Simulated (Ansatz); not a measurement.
A structure relaxed at PBE0-D4/def2-TZVP, charge 0, multiplicity 1:

```tsv
atom	x (Å)	y (Å)	z (Å)
C1	1.215	1.439	-0.442
C2	0.210	0.387	-0.123
S3	-0.336	0.252	1.593
C4	-0.428	-0.468	-0.921
Ga5	-1.562	-1.626	0.228
H6	2.155	1.262	0.089
H7	0.860	2.430	-0.145
H8	1.422	1.447	-1.514
H9	0.731	-0.394	2.105
H10	-0.232	-0.433	-1.991
H11	-0.942	-2.976	0.742
H12	-3.094	-1.319	0.377
```

Question: Give its formula and SMILES.

Answer: C3H7GaS, `C/C(S)=[CH]/[GaH2]`.

Question: Summarise the bond lengths by kind.

Answer: 2 × C–C 1.332 to 1.490 Å; 4 × C–H 1.089 to 1.095 Å; 1 × C–S 1.807 Å; 1 × H–S 1.348 Å; 1 × C–Ga 1.986 Å; 2 × Ga–H 1.570 to 1.572 Å.

Program: Ansatz 0.2.0.
